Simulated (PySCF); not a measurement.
The PySCF input:
```python
from pyscf import gto, scf, dft

mol = gto.M(
    atom='''
B    -0.05647573    0.05517160   -0.05364308
C     1.51411882   -0.13791460   -0.22617234
H     2.02755724   -0.85500214    0.40558796
H     1.94104364    0.84853152   -0.03424725
H     1.65529476   -0.43161225   -1.26820282
C    -0.49203480   -0.76952308    1.23631151
H    -1.34235646   -1.37537941    0.91708171
H    -0.79808470   -0.01384345    1.96257438
H     0.23345189   -1.41985028    1.71348884
C    -0.97605379    0.86460885   -0.96549414
H    -1.85392301    1.28359200   -0.46707029
H    -1.36351003    0.23270689   -1.76988686
H    -0.49327601    1.71197205   -1.45898050
''',
    basis='pcseg-1',
    charge=1,
    spin=1,
    verbose=4,
)

mf = dft.UKS(mol)
mf.xc = 'm062x'
mf.kernel()
```

Question: What does this run give for the Mulliken (on the basis functions themselves) charges in atom order, nuclear repulsion energy, HOMO energy, total energy?

Answer: 
```
Quantity                                                                                                                                                                                 Value
------------------------------------------------------------------  --------------------------------------------------------------------------------------------------------------------------
Mulliken (on the basis functions themselves) charges in atom order  B1 0.35, C2 -0.41, H3 0.20, H4 0.23, H5 0.23, C6 -0.41, H7 0.23, H8 0.23, H9 0.20, C10 -0.48, H11 0.20, H12 0.21, H13 0.20
nuclear repulsion energy                                                                                                                                                           113.2057 Eh
HOMO energy                                                                                                                                                                          -16.12 eV
total energy                                                                                                                                                                      -144.1154 Eh
```

These values belong to the state on which the SCF converged, which isn't shown to be the lowest.
